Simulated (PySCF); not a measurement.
**Vibration and rotation of LiSe⁻**

RHF-CCSD(T) constants of LiSe⁻, ¹Σ⁺ (singlet), closed shell (Li aug-pcseg-1, Se aug-pcseg-1; no relativity (PySCF 2.14); masses 7.0160 and 79.9165 u):

| Property | Result |
| --- | --- |
| ωe | 527.6 cm⁻¹ |
| ωexe | 3.39 cm⁻¹ |
| Be | 0.52363 cm⁻¹ |
| αe | 0.00503 cm⁻¹ |
| D (centrifugal) | 2.06e-06 cm⁻¹ |
| De to Li + Se⁻ | 2.09 eV |

Give the vibrational terms G(v) and spacings up to v = 6.

G(v) = ωe(v+½) − ωexe(v+½)².

| v | G(v) (cm⁻¹) | G(v) − G(v−1) | Bv (cm⁻¹) |
| --- | --- | --- | --- |
| 0 | 263 |  | 0.5211 |
| 1 | 784 | 521 | 0.5161 |
| 2 | 1298 | 514 | 0.5111 |
| 3 | 1805 | 507 | 0.5060 |
| 4 | 2306 | 500 | 0.5010 |
| 5 | 2799 | 494 | 0.4960 |
| 6 | 3286 | 487 | 0.4909 |

How well does the Morse estimate ωe²/(4ωexe) reproduce De, and what is D0?

It gives 2.55 eV, 122 % of the computed De. D0 = De − G(0) = 2.09 − 0.03 = 2.06 eV.

Correlated steps freeze 9 core orbitals. Correlated levels converge slowly with the basis: in double zeta they bind strong bonds too weakly, by up to about 1 eV, and carry superposition errors of some tenths. For an ion De counts to the pair picked by the measured ionisation energies or electron affinities, which need not be the lowest pair at this level. Where the molecule has an RHF reference, its open-shell atoms are computed with UHF. The CCSD T1 diagnostic is raised, a sign that a single reference may not be enough here.
